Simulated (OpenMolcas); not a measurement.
**d2 ions of charge +4 down a group with 6 chloride ligands in octahedral coordination**

```yaml
Program: OpenMolcas
Method: SS-CASPT2, IPEA 0.25 Eh, imaginary shift 0.1 Eh
Spin-orbit_coupling: RASSI with atomic mean-field integrals over the reference wave functions
```

The d shell is active; CASPT2 correlates the ligand valence shells and the outer metal core. Anionic complexes are neutralised by point charges behind the ligands. Distances were set from a Shannon-type radius of the metal (high-spin where two are listed) plus a fixed donor radius (Cl 1.76 Å). Ligand basis ANO-RCC-VDZP, DKH2 Hamiltonian. States (labels of O, the rotations of Oh). Energies in cm-1 above the lowest state or level, χT in cm3 K/mol; under a threefold ground state the first gap can be a small split of the lowest multiplet, not the spin-orbit step. Spin-only χT is S(S+1) / 2 for the spin of the ground state.

```tsv
Ion	Shell	R (Å)	Metal basis	Outer charge (e at Å behind ligand)	Ground state	First state of that spin	First gap with spin-orbit (degeneracies)	χT at 300 K	First state of another spin	Spin-only χT
Cr4+	3d2	2.31	ANO-RCC-VDZP	0.33 at 3.2	3T1	3T2 23490	5 (2, 3)	0.750	1T2 8760	1.000
Mo4+	4d2	2.41	ANO-RCC-VTZP	0.33 at 2.4	3T1	3T2 23220	30 (2, 3)	0.394	1T2 5810	1.000
```

The rows also differ in their metal basis and outer charges, so part of each step comes from that.

χT departs most from the spin-only value for Mo4+, by -0.606 cm3 K/mol.

Roots that are degenerate in the reference are averaged as groups; the widest CASPT2 spread within a group is 430 cm-1 (the 2-fold group of multiplicity 1 near 54300 cm-1 above the lowest state of its run, Cr4+). Shifts and gaps below about the spread of the groups concerned are not significant. Over all roots computed the reference weight is 0.60 to 0.63 in Cr4+, 0.63 to 0.65 in Mo4+; a low but even weight reflects the number of correlated electrons. An orbital triplet at a regular site is open to Jahn-Teller coupling, which can distort the site and quench the lowest spin-orbit gaps and is left out. Ligand-to-metal charge-transfer states are missing. With no ligand orbital active B as a rule stays too high, so bands that hang on it stand too high and its fall with covalency is understated. With one d shell and no ligand orbital active, 10Dq can be off by a tenth or more. The least metal-like active orbital is 71 % on the metal (Löwdin) and no ligand orbital is active, so the numbers are rough (holds for Cr4+). These CASPT2 states fit no ligand-field parameters well, so their order and spin gaps are uncertain (holds for Cr4+). The least metal-like active orbital is 72 % on the metal (Löwdin) and no ligand orbital is active, so the numbers are rough (holds for Mo4+). No measured value stands beside these numbers; the geometry was imposed, not optimised, and the real ion may take another.
